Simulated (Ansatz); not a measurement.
A made-up structure of SnH3S (charge -1), closed shell:

S1  (-2.010, 0.391, 1.053)
Sn2  (0.000, 0.000, 0.000)
H3  (0.060, 0.381, -1.706)
H4  (0.574, -1.652, 0.030)
H5  (-2.800, 1.178, 1.831)
(Å)

It is relaxed with PBE-D4/def2-SVPD and then PBE0-D4/def2-TZVPD (Ansatz 0.2.0). Atoms count as bonded within 1.22 times the sum of their covalent radii (H–H: 0.88 Å). The end point is not checked to be a true minimum.

**Question.** Does its bonding change? (A judgement: the text doesn't fix the answer.)

**Answer.** The calculation gives: No: no bond forms or breaks.

Where it ends: The first stage lowers the energy by 2.42 eV in 12 steps. It ends as SnH₃S ([SH][SnH2]), total charge -1:
```tsv
atom	x (Å)	y (Å)	z (Å)
S1	-2.3311	0.1293	0.7837
Sn2	0.1658	0.2768	0.1704
H3	-0.1430	0.3101	-1.5979
H4	0.3809	-1.5048	0.1326
H5	-2.2498	1.0868	1.7193
```

Labels in which every atom is bracketed show which atoms are joined, not bond orders.

For scale, one of the runs: PBE0-D4/def2-TZVPD relaxation, 129 basis functions, launched by `ansatz run in.yaml --threads 2 --pin off --events-out ev --progress --plain --max-ram 4352MiB`. The run took about 18 s on 2 CPU threads of an Intel Xeon Platinum 8375C (shared host).
